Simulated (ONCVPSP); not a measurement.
## V (Z = 23): excitation energies, all-electron against ONCV

* Element: vanadium
* Generator: ONCVPSP 4.0.1
* Type: optimised norm-conserving Vanderbilt (ONCV)
* Functional: PBE
* Relativity: scalar-relativistic
* Frozen core: [Ne]
* Valence charge: 13
* Reference configuration: 3s2 3p6 3d3 4s2
* Partial waves: 3s+4s: rc 1.85 bohr, ncon 4, nbas 8, qcut 7.4 1/bohr, 3 projectors, debl 2.3 Ha; 3p: rc 1.10 bohr, ncon 4, nbas 7, qcut 9 1/bohr, 2 projectors, debl 2.4 Ha; 3d: rc 1.85 bohr, ncon 4, nbas 8, qcut 7 1/bohr, 2 projectors, debl 2.2 Ha
* Local potential: polynomial inside 0.70 bohr (lpopt 1, dvloc0 0 Ha)
* Core correction: Teter function, parameters optimised by the program

Energies are relative to the spin-unpolarised reference configuration 3s2 3p6 3d3 4s2; without spin polarisation the order of configurations can differ from experiment.

| valence configuration | charge | ΔE all-electron (eV) | error AE − PS (meV) |
| --- | --- | --- | --- |
| 3s2 3p6 3d3 4s0 | +2 | 22.031 | 0.0 |
| 3s2 3p6 3d2 4s0 | +3 | 50.928 | +83 |
| 3s2 3p6 3d4 4s1 | 0 | 0.586 | +32 |

Problem. What are ΔE and the potential's error for 3s2 3p6 3d3 4s1?

Solution. ΔE = 7.735 eV all-electron; the error (AE − PS) is +0.2 meV.
